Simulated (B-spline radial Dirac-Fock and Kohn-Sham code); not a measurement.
Two-hole binding energies of Eu²⁺

System: europium as Eu²⁺, configuration [Xe] 4f5 6s2 (an excited configuration).

The run's input, task.json:

```json
{"items": [{
  "Z": 63,
  "q": 2,
  "cfg": [[1, 0, 2], [2, 0, 2], [2, 1, 6], [3, 0, 2], [3, 1, 6], [3, 2, 10], [4, 0, 2], [4, 1, 6], [4, 2, 10], [4, 3, 5], [5, 0, 2], [5, 1, 6], [6, 0, 2]],
  "A": 153,
  "rrms": 5.1115,
  "do": ["binding", "quiet", "double"]
}]}
```

Launch: `python xray_run.py task.json out`

Level of theory: Dirac-Fock energy differences between relaxed states, corrected for Breit and QED terms; a B-spline atomic structure program. U is the two-hole binding energy less the two single-hole energies, the effective repulsion of the holes after relaxation. Each two-hole energy is an average over J within one jj subconfiguration.

| holes | E(a) (eV) | E(b) (eV) | E(ab) (eV) | U (eV) |
| --- | --- | --- | --- | --- |
| 1s⁻¹ 2p1/2⁻¹ | 48558.5 | 7660.4 | 56538.4 | 319.4 |
| 1s⁻¹ 2p3/2⁻¹ | 48558.5 | 7020.2 | 55856.9 | 278.2 |
| 1s⁻¹ 3p1/2⁻¹ | 48558.5 | 1662.3 | 50316.8 | 96.0 |
| 1s⁻¹ 3d5/2⁻¹ | 48558.5 | 1177.8 | 49816.5 | 80.2 |
| 2s⁻¹ 2p1/2⁻¹ | 8100.9 | 7660.4 | 15930.4 | 169.0 |
| 2p1/2⁻² | 7660.4 | 7660.4 | 15547.3 | 226.4 |
| 2s⁻¹ 2p3/2⁻¹ | 8100.9 | 7020.2 | 15282.3 | 161.2 |
| 2p1/2⁻¹ 2p3/2⁻¹ | 7660.4 | 7020.2 | 14878.8 | 198.2 |
| 2p3/2⁻² | 7020.2 | 7020.2 | 14234.8 | 194.4 |
| 2s⁻¹ 3p1/2⁻¹ | 8100.9 | 1662.3 | 9840.0 | 76.8 |
| 2p1/2⁻¹ 3s⁻¹ | 7660.4 | 1851.6 | 9586.1 | 74.0 |
| 3p1/2⁻² | 1662.3 | 1662.3 | 3385.0 | 60.5 |
| 3d3/2⁻¹ 3d5/2⁻¹ | 1205.9 | 1177.8 | ? | ? |
| 5p3/2⁻² | 52.50 | 52.50 | 118.1 | 13.1 |

Q: Give the missing two-hole energy and U.

A: E(ab) = 2446.5 eV and U = 62.8 eV.

Values without a named source are computed, but for edge energies of neutral atoms, which are taken from tables.
